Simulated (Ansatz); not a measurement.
One geometry of Si(GeH3)H3 (SiGeH6), several levels of theory.

```yaml
crystal:
  periodic: [false, false, false]
  atoms:
    - {symbol: Si, position_ang: [-0.003420, 0.007870, -1.200695]}
    - {symbol: Ge, position_ang: [0.003122, -0.007387, 1.177318]}
    - {symbol: H, position_ang: [0.835010, 1.164831, 1.724465]}
    - {symbol: H, position_ang: [0.608001, -1.317907, 1.708510]}
    - {symbol: H, position_ang: [-1.428688, 0.119971, 1.724285]}
    - {symbol: H, position_ang: [1.391229, -0.016594, -1.714930]}
    - {symbol: H, position_ang: [-0.678838, 1.233491, -1.702375]}
    - {symbol: H, position_ang: [-0.726406, -1.184284, -1.716588]}
basis:
  gaussian: {orbitals: def2-TZVP, initial_orbitals: start.molden}
hamiltonian: {xc: {name: LC-wPBE, parameters: {omega: 0.2/bohr}}}
scf: {omitted_lower_state_checks: [starts]}
output: {orbitals: {seedname: orbitals}}
```

The file start.molden holds the orbitals of an earlier run on this structure, at another level or in another basis.

```sh
$ ansatz run in.yaml --threads 4 --pin off --events-out ev --progress --plain --max-ram 3916MiB
```

It prints (some lines left out):

```
Functional definition: LC-wPBE
874 factors; their error is unknown
163 factors; integrals over basis functions are off by at most 8.5e-6 eV
mean field evaluation 1: about -64481.8655 eV, gradient 9.8e0 eV
mean field evaluation 2: about -64481.9355 eV, gradient 6.8e-2 eV
mean field evaluation 4: about -64481.9171 eV, gradient 1.9e-5 eV
mean field -64481.91710800 eV, -2369.6667463058 hartree, gradient 6.6e-5 eV, S^2 0.000000; 0 other end points of the search recorded, 0 dependent functions left out
reference -64481.91710803 eV, -2369.6667463070 hartree; 26, 26 occupied and 95, 95 virtual orbitals, 874 factors
Total energy: -64481.91710803 eV, -2369.6667463070 hartree
Checks for a lower state left out: starts
```

It took 0.85 s on 4 threads of Arm Neoverse V2 on a shared host.

As the first input, with `correlation: {method: mp2}` and without the key `hamiltonian` (abridged; 0.6 s):

```
Functional definition: HF
mean field -64430.87996509 eV, -2367.7911658982 hartree, gradient 1.5e-6 eV, S^2 0.000000
14 core orbitals not correlated: weight in the atoms' cores, before any rotation towards them, 1.000 or more for the frozen orbitals, at most 0.000 for the correlated occupied ones
second order -10.37893381 eV of doubles, -0.00000000 eV of singles
Total energy: -64441.25889891 eV, -2368.1725846808 hartree
Checks for a lower state left out: starts
```

As the first input, with `gaussian: {orbitals: def2-SVP, initial_orbitals: start.molden}`, `hamiltonian: {xc: pbe0, dispersion: d4}` (abridged; 0.7 s):

```
Functional definition: PBE0
mean field -64473.05563910 eV, -2369.3410933301 hartree, gradient 1.3e-5 eV, S^2 0.000000
Total energy: -64473.16498752 eV, -2369.3451118105 hartree
Checks for a lower state left out: starts
```

The first input with `hamiltonian: {xc: pbe0, dispersion: d4}` and without the key `scf` (abridged; 0.9 s):

```
Functional definition: PBE0
mean field -64482.96698250 eV, -2369.7053284819 hartree, gradient 4.3e-5 eV, S^2 0.000000; 1 other end points of the search recorded, 0 dependent functions left out
Total energy: -64483.07633689 eV, -2369.7093471816 hartree
```

The first input with `hamiltonian: {xc: {name: r2SCAN0}, dispersion: d4}` (abridged; 1.7 s):

```
Functional definition: r2SCAN0
mean field -64491.93128923 eV, -2370.0347606781 hartree, gradient 5.0e-5 eV, S^2 0.000000
Total energy: -64491.96725743 eV, -2370.0360824852 hartree
Checks for a lower state left out: starts
```

As the first input, with `hamiltonian: {xc: {name: LC-wPBE, parameters: {omega: 0.3/bohr}}}` (abridged; 0.8 s):

```
Functional definition: LC-wPBE
mean field -64482.86246162 eV, -2369.7014874107 hartree, gradient 4.7e-5 eV, S^2 0.000000
Total energy: -64482.86246164 eV, -2369.7014874112 hartree
Checks for a lower state left out: starts
```

As the first input, with `hamiltonian: {xc: {name: wB97X-V}}` (abridged; 2.3 s):

```
Functional definition: wB97X-V
mean field -64487.20917136 eV, -2369.8612260473 hartree, gradient 3.5e-5 eV, S^2 0.000000
Total energy: -64487.20916925 eV, -2369.8612259697 hartree
Checks for a lower state left out: starts
```

Geometry: PBE0-D4/def2-TZVP.

Correlated methods freeze 14 core orbitals; core or outer-core shells of Ge are correlated, in sets that lack core-valence functions.
